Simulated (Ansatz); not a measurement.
`F[SiH2][AlH][GeH3]` + `CN[SiH](O)O` → `CN([SiH2]F)[SiH](O)O` + `[AlH2][GeH3]`  (cleavage of the Si–Al bond)

Program: Ansatz. Geometries: PBE0-D4/def2-TZVP. ΔE: electronic, gas phase. CCSD(T)/CBS adds triple-zeta CCSD(T) − MP2 to the extrapolated MP2 energy (def2 sets, frozen cores). For Ge outer-core shells are correlated without core-valence functions, which leaves a few kJ/mol of doubt a bond. Scalar relativity is left out up to krypton. One conformer a species, not always the lowest.

```
               species  CCSD/def2-TZVPP energy (Eh)
  `F[SiH2][AlH][GeH3]`                  -2710.01853
         `CN[SiH](O)O`                   -536.33446
`CN([SiH2]F)[SiH](O)O`                   -925.81791
        `[AlH2][GeH3]`                  -2320.56609
```

Problem. Work out ΔE.

Solution. ΔE = (-925.81791) + (-2320.56609) − (-2710.01853) − (-536.33446) = -0.03101 Eh = -81.4 kJ/mol. CCSD(T)/CBS gives -80.1 kJ/mol.

Largest T1 diagnostic among the species: 0.012.

The D4 term adds −10.8 kJ/mol with B3LYP and −5.8 kJ/mol with PBE0; it sums over pairs of atoms, weighted by their polarisabilities, and B3LYP, whose exchange is more repulsive, gets the larger term. From PBE to PBE0 (25 % exact exchange), in def2-TZVPP and without D4, ΔE moves by −6.9 kJ/mol.

B3LYP here is the variant with VWN-RPA as its local correlation; programs differ in this.
